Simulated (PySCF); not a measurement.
# Core-level binding energies of (FGaO)3 ring

(FGaO)3 ring, F₃Ga₃O₃.
Structure used (PBE0-D3(BJ)/def2-SVP), in Å, numbered top down from 1:
```
atom  x, y, z in Å
Ga1   -1.6924    0.2626   -0.4603
F2    -3.3427    0.5281   -0.9166
O3    -0.8397   -1.2110   -0.9706
Ga4    0.8560   -1.4974   -0.5241
F5     1.6669   -2.9416   -1.0319
O6     1.7012   -0.2735    0.4497
Ga7    0.8806    1.2105    0.9806
F8     1.7221    2.3951    1.9246
O9    -0.8192    1.4578    0.5229
```

The calculation used PySCF 2.14.0, delta-SCF UKS SCAN, pcX-2 on the ionised atom, pcseg-1 elsewhere, spin-free X2C. Each binding energy is the total energy of the core-ionised species, with the hole localised on one atom, minus that of the ground state; both are solved self-consistently, so orbital relaxation is included.

Q: What binding energy does each computed site have?

A: 
```csv
atom(s),bonded to,level,binding energy (eV),count
F2/F5/F8,Ga,F 1s,691.90,3
O3/O6/O9,2 Ga,O 1s,538.19,3
```

Q: Which effective nuclear charge Zeff reproduces each element's mean 1s value in the hydrogen-like formula E = 13.606 eV × Zeff²?

A: O (Z = 8): mean 538.2 eV, Zeff = 6.29, Z − Zeff = 1.71; F (Z = 9): mean 691.9 eV, Zeff = 7.13, Z − Zeff = 1.87. Means run over the listed sites, weighted by atom count.

Atoms equivalent by their bonding share one computed value, that of the first of them. No level of gallium is listed. One conformer (not necessarily the lowest) at the PBE0-D3(BJ)/def2-SVP geometry, without solvent, vibrations or thermal averaging.
